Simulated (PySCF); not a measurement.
A structure optimised at PBE-D3(BJ)/def2-SVP, used in a PySCF frequency run:

```xyz
11

Ti     0.0000     0.0000    -0.4633
C     -1.6874     0.0000     0.6721
H     -2.2568    -0.9092     0.3695
H     -1.5192     0.0000     1.7686
H     -2.2568     0.9092     0.3695
C      1.6874     0.0000     0.6721
H      2.2568    -0.9092     0.3695
H      2.2568     0.9092     0.3695
H      1.5192     0.0000     1.7686
H      0.0000    -1.4173    -1.4434
H      0.0000     1.4173    -1.4434
```

Question: Write its SMILES, formula and point group.

Answer: [CH3][TiH2][CH3], C2H8Ti, C2v

Question: What are its rotational constants (standard atomic weights)?

Answer: 12.835, 5.0052, 4.0243 GHz
